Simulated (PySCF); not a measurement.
HSi, SMILES [SiH] (connectivity only; charge and spin as stated), charge +1, multiplicity 1. Geometry optimised at r2SCAN-D4/def2-TZVPD.

Calculation: r2SCAN-D4/def2-TZVPD (PySCF).

Harmonic wavenumbers (cm⁻¹): 2113. Rotational constants (GHz): 225.5 (linear); symmetry number 1.

Work out the zero-point energy and the ideal-gas rigid-rotor harmonic-oscillator thermochemistry at 298.15 K and 1 atm.

ZPE = ½ Σ hcν = ½ × 2113 cm⁻¹ = 12.64 kJ/mol. H − E(el) = 21.32 kJ/mol. Entropy in J/(mol K): translation 150.78, rotation 35.88, vibration 0.00, total 186.67. G − E(el) = -34.34 kJ/mol. Cp = 29.13 J/(mol K).
